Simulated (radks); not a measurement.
Results of a calculation; reference values are marked as such.
Species: K17+. Configuration: [He].

Level of theory: scalar-relativistic Kohn-Sham, PBEsol, spin-unpolarised, spherical densities, point nucleus (a radial shooting solver on a logarithmic mesh with Libxc functionals).

Energy parts (eV):
total: -9530.426
kinetic: 9619.454
electron-nucleus: -19486.755
Hartree: 637.486
exchange-correlation: -300.611

Orbitals (lengths in bohr, moments of r in powers of bohr; <r^-3> diverges for s and p1/2):
| orbital | occ. | eigenvalue (eV) | <r^2> | <r^-3> | <1/r> |
|---|---|---|---|---|---|
| 1s | 2 | -4490.079 | 0.008622 | - | 18.85 |

The highest occupied level is 1s at -4490.1 eV. The density falls to 0.001 e/bohr^3 at r = 0.41 bohr.
